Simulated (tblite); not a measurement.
C6H9N.
Atom-mapped SMILES: `[CH2:1]=[CH:2][N:3]1[CH2:4][CH:5]=[CH:6][CH2:7]1` (hydrogens: H8, H9 on C1; H10 on C2; H11, H12 on C4; H13 on C5; H14 on C6; H15, H16 on C7)

Computed with GFN2-xTB (tblite), gas phase: Langevin dynamics at 300 K from the optimised GFN2-xTB geometry, time step 0.5 fs, friction 0.01 fs⁻¹, 2000 steps. The instantaneous temperature is 2·E(kin)/(3Nk) with all 3N coordinates.

| t (fs) | T (K) | E(pot) above start (eV) | C1=C2 (Å) | C2–N3 (Å) | N3–C4 (Å) | C4–C5 (Å) | C5=C6 (Å) | C1–H8 (Å) | C1–C2–N3–C4 (°) |
| --- | --- | --- | --- | --- | --- | --- | --- | --- | --- |
| 0 | 244 | 0.000 | 1.332 | 1.364 | 1.446 | 1.496 | 1.321 | 1.074 | -10 |
| 50 | 128 | 0.323 | 1.335 | 1.376 | 1.468 | 1.516 | 1.311 | 1.075 | -24 |
| 100 | 192 | 0.427 | 1.341 | 1.379 | 1.463 | 1.420 | 1.337 | 1.042 | -10 |
| 150 | 212 | 0.402 | 1.357 | 1.383 | 1.426 | 1.557 | 1.298 | 1.092 | 8 |
| 200 | 217 | 0.364 | 1.346 | 1.374 | 1.398 | 1.501 | 1.343 | 1.093 | 7 |
| 250 | 241 | 0.429 | 1.322 | 1.360 | 1.468 | 1.517 | 1.317 | 1.097 | -5 |
| 300 | 288 | 0.449 | 1.351 | 1.353 | 1.477 | 1.556 | 1.311 | 1.086 | -13 |
| 350 | 245 | 0.625 | 1.333 | 1.340 | 1.430 | 1.454 | 1.331 | 1.090 | 12 |
| 400 | 189 | 0.581 | 1.318 | 1.404 | 1.410 | 1.574 | 1.314 | 1.063 | -13 |
| 450 | 171 | 0.597 | 1.360 | 1.379 | 1.423 | 1.493 | 1.335 | 1.091 | 6 |
| 500 | 259 | 0.583 | 1.318 | 1.413 | 1.501 | 1.478 | 1.324 | 1.074 | -21 |
| 550 | 343 | 0.502 | 1.348 | 1.372 | 1.461 | 1.536 | 1.323 | 1.071 | 2 |
| 600 | 322 | 0.571 | 1.337 | 1.426 | 1.420 | 1.458 | 1.316 | 1.079 | 2 |
| 650 | 257 | 0.378 | 1.349 | 1.390 | 1.448 | 1.527 | 1.344 | 1.083 | -9 |
| 700 | 332 | 0.431 | 1.351 | 1.355 | 1.431 | 1.528 | 1.293 | 1.060 | 18 |
| 750 | 306 | 0.748 | 1.324 | 1.335 | 1.508 | 1.517 | 1.335 | 1.078 | 20 |
| 800 | 337 | 0.696 | 1.327 | 1.378 | 1.538 | 1.596 | 1.331 | 1.087 | -9 |
| 850 | 256 | 0.541 | 1.336 | 1.385 | 1.428 | 1.502 | 1.316 | 1.045 | -15 |
| 900 | 263 | 0.508 | 1.346 | 1.367 | 1.429 | 1.518 | 1.344 | 1.051 | -5 |
| 950 | 266 | 0.470 | 1.322 | 1.378 | 1.443 | 1.494 | 1.329 | 1.090 | -26 |
| 1000 | 397 | 0.382 | 1.340 | 1.336 | 1.453 | 1.518 | 1.336 | 1.054 | 10 |

Task: From 500 fs on, how do temperature and potential energy compare with equipartition?

Result: The mean temperature of these 11 frames is 303 K against the target 300 K, and the mean potential energy 0.53 eV against 42 × kT/2 = 0.54 eV for 42 classical harmonic modes. For 16 atoms in a canonical ensemble the temperature itself scatters by T·√(2/(3N)) = 61 K; here its standard deviation is 45 K. The whole run lasts only 10 friction times of 100 fs, so these averages carry a wide statistical error.

Task: What are the kinetic and total energies of the listed frame with the highest potential energy?

Result: The one at 750 fs, 0.748 eV above the start. Its kinetic energy is 3NkT/2 = 0.633 eV at 306 K, so the sum is 1.38 eV; over the listed frames the sum runs from 0.50 to 1.39 eV, since the thermostat adds and removes energy.

Task: How much do the listed bonds fluctuate from 500 fs on?

Result: 
| bond | at the start (Å) | mean (Å) | standard deviation (Å) |
| --- | --- | --- | --- |
| C1=C2 | 1.332 | 1.336 | 0.011 |
| C2–N3 | 1.364 | 1.376 | 0.027 |
| N3–C4 | 1.446 | 1.460 | 0.037 |
| C4–C5 | 1.496 | 1.516 | 0.034 |
| C5=C6 | 1.321 | 1.327 | 0.014 |
| C1–H8 | 1.074 | 1.070 | 0.014 |

The motion is classical and holds no zero-point motion.

What follows is the cost of the whole dynamics run. The run took 15 s on x86-64 server, one thread, on a shared host.
